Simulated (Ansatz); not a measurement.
Total energies of Br3ClZr, SMILES `[Cl][Zr]([Br])([Br])[Br]`.

```xyz
5

Cl   -1.8665    0.3452   -1.3713
Zr   -0.0241    0.0045   -0.0178
Br   -0.7357   -1.0892    2.0774
Br    1.6004   -1.4373   -1.1901
Br    1.0260    2.1769    0.5018
```

The species carries charge 0 and has multiplicity 1. Correlated methods include outer-core shells of Br, Zr, which these sets cover unevenly. Scalar relativity is left out up to krypton. Zr takes the def2 core potential. All single points use the PBE0-D4/def2-TZVP geometry. Basis def2-TZVPP, Ansatz.

RPA on PBE orbitals: Hartree–Fock energy of these orbitals -8223.54261 Eh, correlation -2.01886 Eh (frozen core).

| functional | energy without D4 (Eh) | D4 term (kJ/mol) |
| --- | --- | --- |
| LDA (SPW92) | -8217.80559 | – |
| PBE | -8228.72981 | -24.8 |
| revPBE | -8229.34932 | -45.3 |
| BLYP | -8230.10695 | -49.2 |
| r2SCAN | -8230.02113 | -5.6 |
| B97M-V | -8228.57345 | – |
| PBE0 | -8229.00669 | -22.2 |
| B3LYP | -8230.17406 | -41.0 |
| r2SCANh | -8230.00075 | -6.4 |
| r2SCAN0 | -8229.97237 | -7.3 |
| HSE06 (plane-wave form) | -8229.01185 | -21.6 |
| BHLYP | -8229.94470 | -43.7 |
| CAM-B3LYP | -8230.40731 | -24.1 |
| LC-ωPBE | -8228.87023 | – |
| ωB97X-V | -8229.25096 | – |
| ωB97M-V | -8229.52692 | – |
| B2PLYP | -8228.70532 | – |
| PBE-QIDH | -8227.94444 | – |

B3LYP takes the VWN-RPA correlation (the form of Gaussian; ORCA's B3LYP/G). HSE06 is the plane-wave form, built on full-range PBE exchange. The double hybrids freeze the cores in their second-order part.

LC-ωPBE has ω = 0.4 bohr⁻¹.
